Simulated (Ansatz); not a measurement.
Frontier orbitals of CH5F2NSn, SMILES `[CH3][Sn]([NH2])([F])[F]`.

```xyz
10

C     1.587    0.692   -0.172
Sn   -0.431    0.097   -0.267
N    -1.183   -1.244    1.014
F    -1.539    1.649   -0.065
F    -0.769   -0.556   -2.041
H     2.226   -0.179   -0.309
H     1.781    1.146    0.799
H     1.770    1.415   -0.965
H    -2.031   -0.898    1.448
H    -1.408   -2.121    0.559
```

Charge 0, multiplicity 1. Correlated methods include outer-core shells of Sn, which these sets cover unevenly. Sn: def2 effective core potential. All single points use the PBE0-D4/def2-TZVP geometry. It is one conformer, not always the lowest. Basis def2-TZVPP, Ansatz 0.2.0.

Orbital energies of one run (eV). Highest occupied ones, from the top: -6.63, -7.96, -8.63, -8.69, -8.75, -9.39, -9.77, -9.81, -10.79, -10.82, -12.09, -12.69, -17.87, -21.01. Empty: -1.94, -0.39, -0.07, 0.28, 1.26, 1.60.

**Question.** Which functional gave them?
A. ωB97X-V
B. PBE
C. r2SCANh
D. CAM-B3LYP

**Answer.** B. HOMO energies: PBE -6.63, r2SCANh -7.53, ωB97X-V -10.64, CAM-B3LYP -9.62 eV.
